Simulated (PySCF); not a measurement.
PySCF input file for C₂H₈N₂Si, SMILES C=C[SiH](N)N, PBE/pcSseg-1. Geometry: r2SCAN-D4/def2-SVP. The values are those of a single conformer.

```python
import numpy as np
from pyscf import gto, scf, dft
from pyscf.prop.nmr import rks as nmr

mol = gto.M(
    atom='''
    Si    0.38167289    0.33874331   -0.37535421
    N     1.23110826   -0.91501929   -1.20613542
    N     1.07749725    0.77008471    1.15216021
    C    -1.37888840   -0.29433542   -0.23177592
    C    -2.06407338   -0.24984611    0.92155435
    H     0.42977370    1.61852697   -1.14851154
    H     0.89878761   -1.87222175   -1.16425793
    H     2.23689508   -0.87808101   -1.33659983
    H     1.14979151    0.10664658    1.91736679
    H     1.02681891    1.72399480    1.49422299
    H    -1.88607289   -0.71187053   -1.11527453
    H    -3.09534874   -0.61282096    1.01637926
    H    -1.60653366    0.16305100    1.83078965
    ''',
    basis='pcSseg-1',
    charge=0,
    spin=0,
    max_memory=1600,
    verbose=3,
)
mf = dft.RKS(mol, xc='pbe')
mf.grids.level = 3
mf.conv_tol = 1e-10
mf.max_cycle = 100
mf.kernel()
n = nmr.NMR(mf)
n.verbose = 2
n.max_cycle_cphf = 60
sigma = n.kernel()
print('atom   isotropic/ppm   span/ppm')
for i, s in enumerate(sigma):
    w = np.linalg.eigvalsh((s + s.T) / 2)
    print(f'{mol.atom_symbol(i):2s}{i + 1:3d} {w.mean():14.3f} {w[2] - w[0]:11.3f}')
```

Log of the run:

```
converged SCF energy = -479.633958127681
atom   isotropic/ppm   span/ppm
Si  1        370.636      92.823
N   2        234.610      60.776
N   3        237.542      69.434
C   4         33.735     251.623
C   5         37.563     245.445
H   6         26.179       8.823
H   7         30.647      15.872
H   8         30.805      17.999
H   9         31.043      16.197
H  10         30.776      17.252
H  11         24.614       5.623
H  12         24.847       5.934
H  13         25.063       7.845
```

Self-consistency was reached.
